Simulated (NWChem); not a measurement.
# C₃H₃NO; SMILES c1cocn1

Program: NWChem. Pople sets run with spherical d functions. Each level has its own optimisation. Computed dipoles belong to the equilibrium geometry; the measured one is vibrationally averaged.

Measured dipole moment: 1.50 D (NIST CCCBDB, as tabulated in the package chemicals).

| level | dipole moment (D) | computed − measured |
|---|---|---|
| Hartree-Fock/STO-3G | 1.51 | +0.01 |
| Hartree-Fock/3-21G | 1.52 | +0.02 |
| Hartree-Fock/6-31G* | 1.58 | +0.08 |
| B3LYP/6-31G* | 1.53 | +0.03 |
| LDA (Slater exchange, VWN5)/def2-SVP | 1.56 | +0.06 |
| PBE/def2-SVP | 1.51 | +0.01 |
| BLYP/def2-SVP | 1.46 | -0.04 |
| PBE0/def2-SVP | 1.57 | +0.07 |
